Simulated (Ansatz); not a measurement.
C₃H₁₁InO (`[CH3][In-]([CH3])([CH3])[OH2+]`), one more setting.

```yaml
crystal:
  periodic: [false, false, false]
  atoms:
    - {symbol: C, position_ang: [-1.403868, 1.566543, -1.217482]}
    - {symbol: In, position_ang: [0.081405, -0.175618, -0.382586]}
    - {symbol: C, position_ang: [2.397231, 0.405098, 0.104186]}
    - {symbol: C, position_ang: [-0.591419, -2.500242, -0.505213]}
    - {symbol: O, position_ang: [-0.664992, 0.372161, 2.240858]}
    - {symbol: H, position_ang: [-2.564348, 1.355602, -0.889193]}
    - {symbol: H, position_ang: [-1.074029, 2.673629, -0.812981]}
    - {symbol: H, position_ang: [-1.375177, 1.600089, -2.440866]}
    - {symbol: H, position_ang: [2.508491, 1.577371, 0.438081]}
    - {symbol: H, position_ang: [3.095256, 0.239130, -0.887721]}
    - {symbol: H, position_ang: [2.855552, -0.303558, 0.991127]}
    - {symbol: H, position_ang: [-1.775876, -2.623737, -0.228016]}
    - {symbol: H, position_ang: [0.064531, -3.188930, 0.262801]}
    - {symbol: H, position_ang: [-0.423745, -2.932944, -1.637991]}
    - {symbol: H, position_ang: [0.203019, 0.712582, 2.781085]}
    - {symbol: H, position_ang: [-1.357904, 1.197400, 2.233751]}
basis:
  gaussian: {orbitals: def2-SVP}
magnetization: {spin_polarized: true, initial_magnetization: 2}
hamiltonian: {xc: {name: PBE}}
```

```sh
$ ansatz run in.yaml --threads 4 --pin off --events-out ev --progress --plain --max-ram 11315MiB
```

Shortened log:

```
Functional definition: PBE
1571 factors; their error is unknown
mean field evaluation 1: about -10473.9448 eV, gradient 6.3e1 eV
mean field evaluation 2: about -10418.9760 eV, gradient 1.1e2 eV
mean field evaluation 4: about -10488.9832 eV, gradient 2.7e1 eV
mean field evaluation 8: about -10493.1188 eV, gradient 8.1e0 eV
mean field evaluation 16: about -10493.6595 eV, gradient 5.5e-1 eV
mean field evaluation 32: about -10492.4186 eV, gradient 1.2e1 eV
mean field evaluation 64: about -10493.6243 eV, gradient 5.7e-1 eV
mean field evaluation 96: about -10493.6014 eV, gradient 4.8e-1 eV
mean field -10493.64324156 eV, -385.6342762805 hartree, gradient 4.8e-6 eV, S^2 2.005565; 8 other end points of the search recorded, 0 dependent functions left out
reference -10493.64329222 eV, -385.6342781423 hartree; 30, 28 occupied and 107, 109 virtual orbitals, 1571 factors
Total energy: -10493.64329222 eV, -385.6342781423 hartree
```

It took 15 s on 4 threads of an Arm Neoverse V2 on a shared host, with 0.4 GiB of host memory at the peak.
